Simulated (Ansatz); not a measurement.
Geometry optimisation, UKS B3LYP/6-31G* (Ansatz).

The input (input.yaml):

```yaml
crystal:
  periodic: [false, false, false]
  atoms:
    - { symbol: Si, position_ang: [-1.533063, -0.714544, 0.931455] }
    - { symbol: F, position_ang: [-0.496288, 0.291619, 1.729605] }
    - { symbol: H, position_ang: [-1.829906, -0.205919, -0.415457] }
    - { symbol: H, position_ang: [-2.751409, -0.711672, 1.791228] }
    - { symbol: O, position_ang: [-0.92289, -2.247765, 0.833296] }
    - { symbol: H, position_ang: [1.2481, 0.174817, 0.424075] }
    - { symbol: "N", position_ang: [1.081713, 0.079689, -0.575544] }
    - { symbol: C, position_ang: [1.127437, 1.396104, -1.214632] }
    - { symbol: H, position_ang: [-1.066913, -2.794941, 1.61928] }
    - { symbol: H, position_ang: [1.815212, -0.520494, -0.945831] }
    - { symbol: H, position_ang: [0.912223, 1.287355, -2.283253] }
    - { symbol: H, position_ang: [2.079176, 1.94457, -1.109516] }
    - { symbol: H, position_ang: [0.336807, 2.021081, -0.784905] }
magnetization:
  spin_polarized: true
basis:
  gaussian: { orbitals: "6-31G*" }
hamiltonian:
  xc: b3lyp
relax:
  f_tol: 0.03
  max_steps: 50
output:
  orbitals: {}
```

Launched with:

```bash
$ ansatz run input.yaml --threads 4 --pin off --max-ram 5120MiB --backend cpu --events-out ev --progress --plain --runs-dir out
```

Q: Where does it end, and by what steps?

A: It converged. After 18 steps the energy has fallen by 0.212 eV; H11 moved furthest, 0.92 Å.

| step | energy less start (eV) | largest force component (eV/Å) | accepted |
| --- | --- | --- | --- |
| 0 | 0.0000 | 0.628 | yes |
| 1 | -0.0155 | 0.410 | yes |
| 2 | -0.0250 | 0.095 | yes |
| 3 | -0.0301 | 0.082 | yes |
| 4 | -0.0332 | 0.506 | yes |
| 5 | -0.0550 | 0.336 | yes |
| 6 | -0.1003 | 0.356 | yes |
| 7 | -0.1364 | 0.710 | yes |
| 8 | -0.1333 | 1.176 | no |
| 9 | -0.1735 | 0.676 | yes |
| 10 | -0.1902 | 0.426 | yes |
| 11 | -0.1991 | 0.267 | yes |
| 12 | -0.2032 | 0.048 | yes |
| 13 | -0.2050 | 0.108 | yes |
| 14 | -0.2076 | 0.181 | yes |
| 15 | -0.2095 | 0.098 | yes |
| 16 | -0.2113 | 0.037 | yes |
| 17 | -0.2106 | 0.095 | no |
| 18 | -0.2120 | 0.017 | yes |

```xyz
13
Properties=species:S:1:pos:R:3
Si -1.154 -0.510 0.605
F -0.818 0.829 1.479
H -1.594 -0.240 -0.794
H -2.459 -0.888 1.263
O -0.279 -1.909 0.942
H 1.493 -0.085 0.500
N 0.832 -0.026 -0.275
C 0.930 1.279 -0.949
H -0.820 -2.504 1.482
H 1.070 -0.790 -0.908
H 0.172 1.324 -1.736
H 1.916 1.461 -1.392
H 0.711 2.058 -0.217
```

Whether the end is a true minimum wasn't checked by a vibrational analysis.

The run took 75 s on 4 threads of Arm Neoverse N1, on a shared host, peak memory 0.29 GiB.
